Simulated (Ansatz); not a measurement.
Input file for Ansatz (an electronic-structure program): R-B97M-V/def2-TZVPPD on C3H9Ga (SMILES [CH3][Ga]([CH3])[CH3]). The basis file is the Basis Set Exchange's JSON of that set.

Ansatz 0.2 input:
```yaml
crystal:
  periodic: [false, false, false]
  atoms:
    - {symbol: Ga, position_ang: [-0.00074713, -0.00064400, -0.00064763]}
    - {symbol: C, position_ang: [-0.28132037, 1.96542614, 0.10543249]}
    - {symbol: C, position_ang: [1.82817226, -0.75449432, 0.20448797]}
    - {symbol: C, position_ang: [-1.54746177, -1.21173452, -0.31067582]}
    - {symbol: H, position_ang: [0.27941747, 2.46581620, -0.68853271]}
    - {symbol: H, position_ang: [0.10240292, 2.35061094, 1.05357548]}
    - {symbol: H, position_ang: [-1.33074957, 2.24599582, 0.01597280]}
    - {symbol: H, position_ang: [2.59855146, 0.01582517, 0.23792227]}
    - {symbol: H, position_ang: [2.05401949, -1.44188189, -0.61395961]}
    - {symbol: H, position_ang: [1.88451777, -1.33476584, 1.12974360]}
    - {symbol: H, position_ang: [-1.98437295, -1.00956676, -1.29246773]}
    - {symbol: H, position_ang: [-1.27159663, -2.26536426, -0.26876238]}
    - {symbol: H, position_ang: [-2.33083293, -1.02542268, 0.42791125]}
basis:
  gaussian:
    orbitals: def2-TZVPPD.json
hamiltonian:
  xc: {name: B97M-V}
scf: {lower_state_search: off}
```

**Question.** Predict the final total energy.

**Answer.** -2044.2752 hartree.

**Question.** How many basis functions does it have, and what does it roughly cost on one machine?

**Answer.** 318 functions; very roughly 17 core-seconds.
